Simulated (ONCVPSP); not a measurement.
# Reading a pseudo-wave (carbon)

Columns: radius, all-electron u(r) and pseudo u(r) of the 2s shell (level -13.98 eV) of carbon in the configuration [He] 2s1.5 2p2.5; PBE, scalar-relativistic, ONCV scheme, ONCVPSP 4.0.1.

```
r (bohr)  all-electron  pseudo
   0.125       -0.3489  0.0588
   0.250       -0.2422  0.1344
   0.375       -0.0030  0.2336
   0.500        0.2429  0.3543
   0.625        0.4503  0.4876
   0.750        0.6082  0.6158
   0.875        0.7177  0.7183
   1.000        0.7843  0.7842
   1.125        0.8159  0.8159
   1.250        0.8206  0.8206
   1.375        0.8054  0.8054
   1.500        0.7761  0.7761
   1.625        0.7374  0.7374
   1.750        0.6929  0.6929
   1.875        0.6454  0.6454
   2.000        0.5969  0.5969
   2.125        0.5487  0.5487
   2.250        0.5020  0.5020
   2.375        0.4574  0.4574
   2.500        0.4153  0.4153
   2.625        0.3759  0.3759
   2.750        0.3395  0.3395
   2.875        0.3059  0.3059
   3.000        0.2751  0.2751
   3.125        0.2471  0.2470
   3.250        0.2215  0.2215
```

Task: How many radial nodes do the two functions have?

Result: The all-electron 2s function has n − l − 1 = 1; the pseudo-wave has 0, since the states of the same l below it are removed with the core.

Task: At about which radius was the pseudo-wave matched?

Result: 1.05 bohr, where the columns begin to agree (steps of 0.12 bohr).

Task: Is the pseudo-wave norm-conserving?

Result: Yes: the ONCV scheme keeps the norm inside the radius equal to the all-electron one, which fixes the energy derivative of the logarithmic derivative at the level.
